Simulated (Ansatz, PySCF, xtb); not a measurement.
The molecule Au2, closed-shell singlet (lowest of 2S+1 = 1, 3 at CCSD(T)/def2-TZVPP on PBE0 minima; our sources give no spin for the ground state, which may be another). No spin–orbit coupling.

Seven points along R, fitted to fifth degree in 1/R; most abundant isotopes. Runs in def2 and cc sets follow the lowest solution found near the PBE0 minimum. The singlet is held restricted. HF and MP2 rows in def2 and cc sets belong to the determinant that coupled cluster picked by its CCSD energy.

The values were computed with Ansatz (Gaussian orbitals); PySCF for LANL2DZ rows; xtb for the GFN methods. Values without a source in brackets are computed. In def2 rows elements past Kr take small-core potentials, without spin–orbit coupling.

```
level                                r_e (Å)  ω_e (cm⁻¹)  ω_e x_e (cm⁻¹)  B_e (cm⁻¹)
-----------------------------------  -------  ----------  --------------  ----------
GFN1-xTB                               2.490         179            0.40      0.0276
GFN2-xTB                               2.497         188            0.35      0.0275
HF/def2-TZVPP                          2.603         156            0.34      0.0253
HF/def2-QZVPP                          2.600         157            0.33      0.0253
SVWN5/def2-TZVPP                       2.460         194            0.43      0.0283
PBE/def2-TZVPP                         2.521         173            0.42      0.0269
BP86/LANL2DZ                           2.550         170            0.43      0.0263
r2SCAN/def2-TZVPP                      2.489         184            0.42      0.0276
B97M-V/def2-TZVPP                      2.553         161            0.41      0.0263
B3LYP/LANL2DZ                          2.573         164            0.41      0.0258
B3LYP/def2-TZVPP                       2.546         168            0.40      0.0264
PBE0/def2-TZVPP                        2.516         176            0.40      0.0270
BHLYP/def2-TZVPP                       2.547         169            0.38      0.0264
CAM-B3LYP/def2-TZVPP                   2.523         178            0.38      0.0269
wB97X-V/def2-TZVPP                     2.513         182            0.36      0.0271
wB97M-V/def2-TZVPP                     2.524         179            0.36      0.0269
B2PLYP/def2-TZVPP                      2.510         180            0.41      0.0272
MP2/def2-TZVPP                         2.437         209            0.42      0.0288
MP2/def2-QZVPP                         2.427         209            0.39      0.0291
MP2/CBS(def2-TZVPP, def2-QZVPP)        2.421         209            0.37      0.0292
SCS-MP2/def2-TZVPP                     2.463         199            0.42      0.0282
SCS-MP2/def2-QZVPP                     2.455         199            0.38      0.0284
CCSD/def2-TZVPP                        2.497         187            0.42      0.0275
CCSD/def2-QZVPP                        2.490         187            0.39      0.0276
CCSD(T)/def2-TZVPP                     2.491         188            0.45      0.0276
CCSD(T)/def2-QZVPP                     2.483         189            0.40      0.0278
CCSD(T)/CBS(def2-TZVPP, def2-QZVPP)    2.478         189            0.38      0.0279
```

Correlated levels freeze the inner cores; with def2 sets outer-core shells near the valence are correlated too. CBS(a, b) extrapolates the correlation energy as X⁻³ and adds the Hartree–Fock energy of set b. Rows in LANL2DZ carry no dispersion term and start afresh at each structure. LANL2DZ brings its own core potentials from Na on.

Ansatz is an electronic-structure program.
